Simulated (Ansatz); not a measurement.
The cluster Li₇Al₃⁺. Charge 1, multiplicity 2. Geometry PBE0-D4/def2-SVP.

Cartesian coordinates in Å:
```
Li 3.557 -1.820 -2.270
Li 0.946 -0.479 2.043
Li -1.168 -1.919 0.162
Li 0.545 -0.425 -2.823
Li -2.545 2.067 -0.253
Li -3.703 1.669 2.999
Li 2.578 1.116 -0.807
Al -0.126 0.547 -0.215
Al -1.694 0.557 1.742
Al 1.609 -1.312 -0.579
```

At HF/def2-TZVP the charge 1 doublet is spin-contaminated (final ⟨S²⟩ up to 1.81, 0.75 for a pure state). Another isomer (doublet) lies 0.25 eV lower at PBE0-D4/def2-TZVP; other spin states weren't run for this one.

Task: Estimate the α-spin orbital energies around the gap (eV) in Ansatz with HF/def2-TZVP, LDA (SPW92)/def2-TZVP, PBE-D4/def2-SVP, r2SCAN-D4/def2-TZVP, PBE0-D4/def2-SVP.

Result: 
```tsv
orbital	HF/def2-TZVP	LDA (SPW92)/def2-TZVP	PBE-D4/def2-SVP	r2SCAN-D4/def2-TZVP	PBE0-D4/def2-SVP
HOMO−9	-69.25	-52.69	-53.27	-55.02	-57.37
HOMO−8	-69.13	-52.46	-53.08	-54.76	-57.10
HOMO−7	-16.64	-11.89	-11.79	-12.09	-13.17
HOMO−6	-14.74	-10.34	-10.23	-10.51	-11.44
HOMO−5	-10.81	-8.36	-8.20	-8.32	-9.01
HOMO−4	-9.58	-7.32	-7.22	-7.31	-7.93
HOMO−3	-9.10	-7.04	-6.95	-7.07	-7.63
HOMO−2	-8.29	-6.41	-6.31	-6.33	-6.91
HOMO−1	-7.95	-6.08	-5.97	-5.98	-6.45
HOMO	-7.71	-5.77	-5.73	-5.90	-6.25
LUMO	-2.31	-5.12	-4.98	-4.84	-4.42
LUMO+1	-1.94	-4.66	-4.52	-4.29	-3.99
LUMO+2	-1.79	-4.45	-4.33	-4.19	-3.77
LUMO+3	-1.65	-4.22	-4.02	-3.81	-3.47
LUMO+4	-1.51	-4.14	-3.99	-3.64	-3.41
LUMO+5	-1.46	-4.06	-3.90	-3.50	-3.33
β HOMO	-7.40	-5.97	-5.86	-5.86	-6.29
β LUMO	-2.30	-5.43	-5.20	-4.94	-4.56
```
